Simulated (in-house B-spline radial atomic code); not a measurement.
Configurations of Pb IV (Pb3+), with energies counted from [Xe] 4f14 5d10 6s1. All numbers are computed (Dirac-Hartree-Fock, average of configuration; Fermi nucleus of rms radius 5.5012 fm) with an all-electron radial atomic-structure program (B-spline basis), not measured. Energies include first-order Breit, QED and recoil terms.

Occupations are held fixed; configurations that lie above the ionisation limit could autoionise.

| configuration | E - E(ref) (eV) | highest orbital | its <r> (bohr) |
| --- | --- | --- | --- |
| [Xe] 4f14 5d10 8s1 | 29.365 | 8s1/2 | 7.396 |
| [Xe] 4f14 5d10 9g1 | 37.82 | 9g7/2 | 27.8 |
| [Xe] 4f14 5d9 6s1 8g1 | 52.491 | 8g7/2 | 21.39 |
| [Kr] 4d10 4f14 5s2 5p5 5d10 6s1 10g1 | 128.82 | 10g7/2 | 34.86 |
| [Xe] 4f13 5d10 6s2 | 134.04 | 6s1/2 | 2.08 |
| [Xe] 4f13 5d10 6s1 7d1 | 164.91 | 7d5/2 | 6.714 |
| [Xe] 4f13 5d10 6s1 9d1 | 170.86 | 9d5/2 | 14.94 |
| [Kr] 4d9 4f14 5s2 5p6 5d10 6s1 7p1 | 447.34 | 7p3/2 | 5.17 |
| [Kr] 4d9 4f14 5s2 5p6 5d10 5g1 6s1 | 454.38 | 5g7/2 | 6.837 |
| [Kr] 4d9 4f14 5s2 5p6 5d10 6s1 10f1 | 460.23 | 10f7/2 | 26.78 |
| [Kr] 4d9 4f14 5s2 5p6 5d10 6s1 10g1 | 460.92 | 10g7/2 | 34.87 |

(1) Order these further configurations by energy, lowest first.
A. [Kr] 4d10 4f14 5s2 5p5 5d10 5f1 6s1
B. [Kr] 4d9 4f14 5s2 5p6 5d10 6s1 9g1
C. [Xe] 4f14 5d10 10p1
D. [Kr] 4d10 4f14 5s2 5p5 5d10 6s2
E. [Kr] 4d9 4f14 5s2 5p6 5d10 6s1 8g1

(2) How far above the reference does [Xe] 4f14 5d10 10f1 lie?

(3) How far above the reference does [Xe] 4f14 5d9 6s1 10f1 lie?

(4) How far above the reference does [Xe] 4f14 5d9 6s1 8f1 lie?

(5) One of these lies 35.78 eV from the reference. Which?
A. [Xe] 4f14 5d10 7f1
B. [Xe] 4f14 5d10 8d1
C. [Xe] 4f14 5d10 8f1

## Answers

(1) C (35.813 eV), D (89.108 eV), A (115.99 eV), E (459.69 eV), B (460.41 eV).

(2) 37.682 eV; its least bound orbital is 10f5/2 with <r> = 27.24 bohr.

(3) 53.039 eV; its least bound orbital is 10f7/2 with <r> = 26.91 bohr.

(4) 51.094 eV; its least bound orbital is 8f5/2 with <r> = 15.34 bohr.

(5) C.
